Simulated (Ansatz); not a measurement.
HFSi, SMILES `F[SiH]` (lower singlet) (charge 0, multiplicity 1). This singlet lies 1.68 eV below the relaxed triplet at the level composite: frozen-core CCSD(T) with HF/cc-pVQZ and the correlation energy extrapolated as X^-3 from cc-pVTZ and cc-pVQZ, plus CCSDT(Q) minus CCSD(T) in cc-pVDZ // PBE0-D3(BJ)/def2-TZVP (Ansatz, a program for electronic structure).

Calculation: frozen-core CCSD(T)/cc-pVQZ // PBE0-D3(BJ)/def2-TZVP (Ansatz).

Ansatz 0.2 input:
```yaml
crystal:
  periodic: [false, false, false]
  atoms:
    - { symbol: F, position_ang: [1.206373, -0.292774, -0.000004] }
    - { symbol: Si, position_ang: [-0.065497, 0.69805, -0.000001] }
    - { symbol: H, position_ang: [-1.140876, -0.405276, 0.000004] }
basis:
  gaussian: { orbitals: cc-pVQZ }
correlation:
  method: ccsd_t
```

Output:

```
Functional definition: HF
864 factors; integrals over basis functions are off by at most 1.2e-3 eV
mean field evaluation 1: about -10584.3857 eV, gradient 2.7e1 eV
mean field evaluation 2: about -10584.3887 eV, gradient 2.7e1 eV
mean field evaluation 4: about -10585.7473 eV, gradient 1.6e0 eV
mean field evaluation 8: about -10585.7644 eV, gradient 9.2e-2 eV
mean field evaluation 16: about -10585.2559 eV, gradient 2.0e1 eV
mean field -10585.76444398 eV, -389.0196680273 hartree, gradient 3.2e-6 eV, S^2 0.000000; 0 other end points of the search recorded, 0 dependent functions left out; unrestricted orbitals would lower it
6 core orbitals not correlated
reference -10585.76444398 eV, -389.0196680273 hartree; 6, 6 occupied and 132, 132 virtual orbitals, 864 factors
second order -10.49204614 eV of doubles, -0.00000000 eV of singles
cycle   1  -10.52367857 eV  change   -3.2e-2 eV  update   8.2e-2
cycle   2  -10.80949692 eV  change   -2.9e-1 eV  update   3.1e-2
cycle   3  -10.90259153 eV  change   -9.3e-2 eV  update   1.8e-2
cycle   4  -10.88662325 eV  change    1.6e-2 eV  update   4.4e-3
cycle   5  -10.88625084 eV  change    3.7e-4 eV  update   1.9e-3
cycle   6  -10.88768823 eV  change   -1.4e-3 eV  update   6.4e-4
cycle   7  -10.88737061 eV  change    3.2e-4 eV  update   2.7e-4
cycle   8  -10.88732562 eV  change    4.5e-5 eV  update   9.2e-5
cycle   9  -10.88738567 eV  change   -6.0e-5 eV  update   3.6e-5
cycle  10  -10.88738263 eV  change    3.0e-6 eV  update   1.2e-5
perturbative correction -0.35853972 eV, -0.0131760917 hartree
Total energy: -10597.01036632 eV, -389.4329480508 hartree
```
